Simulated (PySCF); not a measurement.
A calculated (TPSS, PySCF 2.14, ANO-RCC-VTZP, the spin-free X2C one-electron Hamiltonian (Gaussian nucleus)) atom or ion has these occupied shells.

```csv
shell,electrons,orbital energy (eV),"rms radius, mean of both spins (bohr)"
1s α,1,-53542.9,0.0240
1s β,1,-53542.9,0.0240
2s α,1,-8916.8,0.0971
2s β,1,-8916.8,0.0971
2p α,3,-7926.8,0.0874
2p β,3,-7926.7,0.0874
3s α,1,-1987.9,0.250
3s β,1,-1986.7,0.250
3p α,3,-1682.0,0.251
3p β,3,-1680.6,0.251
3d α,5,-1280.4,0.230
3d β,5,-1279.3,0.230
4s α,1,-395.17,0.564
4s β,1,-391.71,0.564
4p α,3,-294.07,0.599
4p β,3,-290.57,0.599
4d α,5,-154.30,0.658
4d β,5,-150.71,0.658
5s α,1,-49.782,1.39
5s β,1,-47.973,1.39
5p α,3,-26.125,1.65
5p β,3,-24.808,1.65
4f α,7,-4.052,1.02
6s α,1,-3.727,4.48
6s β,1,-3.606,4.48
4f β,3,-1.946,1.02
```

Task: Name the element and its charge.

Result: Dy (dysprosium, neutral), in [Xe] 4f10 6s2, one real determinant.
